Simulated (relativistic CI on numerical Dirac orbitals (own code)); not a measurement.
S⁵⁺: q coefficients

Computed by Dirac-Coulomb-Breit CI, orbitals from a KLI potential per configuration, valence Slater integrals scaled by 0.85, P86 correlation energy added to each configuration, derivatives by finite differences, QED left out (own radial code, finite nucleus).

Configuration list (outside the closed core [Ne]): 3s, 3p, 3d, 4s, 4p, 4d, 4f. Levels of other configurations are missing.

With x = (α/α₀)² − 1 an excitation energy changes as ω = ω₀ + qx; K = 2q/ω₀ is the relative enhancement. Terms are leading LS components, so labels can repeat.

Lowest level 3s 2S_1/2.

```csv
Level,ω₀ (cm⁻¹),q (cm⁻¹)
3p 2P°_1/2,106001,733.7
3p 2P°_3/2,107233,1973
3d 2D_3/2,247313,1931
3d 2D_5/2,247325,1943
4s 2S_1/2,360624,1192
4p 2P°_1/2,399053,1434
4p 2P°_3/2,399495,1878
4d 2D_3/2,449436,1888
4d 2D_5/2,449440,1892
4f 2F°_5/2,462039,1841
4f 2F°_7/2,462048,1850
```

At this charge configurations can still be misplaced by up to about 7 % of their energy.

Which transition from the lowest level has the largest |K|?

3p 2P°_3/2 at 107233 cm⁻¹, K = 0.0368.
